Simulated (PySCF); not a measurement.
These compounds are isomers of formula C5H10ClNSi2.

A. SMILES C(#N)[C@@H]1[C@@H](Cl)C[C@H]1[SiH2][SiH3]
B. SMILES C([C@@](C=C)([SiH3])[C@H]([SiH3])Cl)#N
C. `C=C(C#N)[SiH2][Si](C)(C)Cl`
D. SMILES CN[Si@H]1C=C[SiH2]C=C1Cl
E. SMILES N#C[C@@H]1[C@H](Cl)C[C@@H]1[SiH2][SiH3]

Spectrum 1. ¹H NMR (300 MHz, computed): δ 4.47 (m, 1H), 4.23 (m, 1H), 3.91 (m, 1H), 3.54 (m, 3H), 3.37 (m, 1H), 2.86 (m, 1H), 2.38 (m, 1H), 1.73 (m, 1H). ¹³C{¹H} NMR (computed): δ 122.2 (C), 56.2 (CH), 41.7 (CH2), 36.4 (CH), 14.9 (CH).

Spectrum 2. ¹H NMR (300 MHz, computed): δ 4.51 (m, 1H), 4.10 (m, 1H), 3.87 (m, 1H), 3.54 (m, 3H), 2.90 (m, 1H), 2.55 (m, 1H), 2.20 (m, 1H), 1.73 (m, 1H). ¹³C{¹H} NMR (computed): δ 125.5 (C), 59.9 (CH), 39.9 (CH2), 37.3 (CH), 18.6 (CH).

Spectrum 3. ¹H NMR (300 MHz, computed): δ 6.38 (m, 1H), 5.94 (m, 1H), 5.68 (m, 1H), 4.29 (d, 3H), 4.18 (s, 3H), 3.74 (q, 1H). ¹³C{¹H} NMR (computed): δ 142.5 (CH), 124.8 (C), 123.4 (CH2), 51.4 (CH), 32.9 (C).

Spectrum 4. ¹H NMR (300 MHz, computed): δ 7.65 (m, 1H), 7.19 (m, 1H), 6.92 (m, 1H), 5.14 (m, 1H), 4.76 (m, 1H), 4.72 (m, 1H), 2.87 (s, 3H), 0.59 (br s, 1H). ¹³C{¹H} NMR (computed): δ 159.9 (C), 154.8 (CH), 148.0 (CH), 140.9 (CH), 30.5 (CH3).

Spectrum 5. ¹H NMR (300 MHz, computed): δ 6.86 (br s, 1H), 6.59 (br s, 1H), 4.36 (s, 2H), 0.64 (s, 6H). ¹³C{¹H} NMR (computed): δ 156.5 (CH2), 124.5 (C), 124.4 (C), 6.4 (CH3).

Method: coordinates at the GFN2-xTB level, GIAO PBE0/pcSseg-1 shieldings, in PySCF 2.14 (fast rotation and ring inversion assumed for equivalent nuclei, in vacuum, one computed conformer, non-relativistic Hamiltonian).

Shifts are taken against calculated references (same method and geometry level): ¹H (σ = 31.72 ppm), ¹³C (σ = 186.93 ppm) against TMS. Where no couplings were computed, multiplicities follow the n + 1 count of equivalent neighbours, and m marks all less simple cases (inequivalent or close neighbours, rings, F or P nearby). Shifts are as computed. Against solution values, carbons near 30 ppm lie about +3 ppm off and those near 130 ppm about +5 ppm; carbons on Cl a further +6 ppm. Of 1309 compounds with measured shifts, 239 miss one by over three times the rms of a fit or turn the order of signals round; such compounds aren't used in these exercises. Carbons bonded to Cl come out too deshielded. OH and NH positions are gas-phase values without hydrogen bonding to other molecules.

**Question.** Which spectrum belongs to which compound?

**Answer.** 1–E, 2–A, 3–B, 4–D, 5–C.

- Spectrum 1 (E): 5 ¹³C signals; δC 122.2 is a nitrile carbon; δC 56.2 is an sp3 CH bonded to Cl.
- Spectrum 2 (A): 5 ¹³C signals; δC 125.5 is a nitrile carbon; δC 59.9 is an sp3 CH bonded to Cl.
- Spectrum 3 (B): 5 ¹³C signals; δC 142.5 is an alkene CH; δC 124.8 is a nitrile carbon.
- Spectrum 4 (D): 5 ¹³C signals; δC 159.9 is a fully substituted alkene carbon; δC 154.8 is an alkene CH.
- Spectrum 5 (C): 4 ¹³C signals; δC 156.5 is a terminal =CH2 carbon; δC 124.5 is a nitrile carbon.
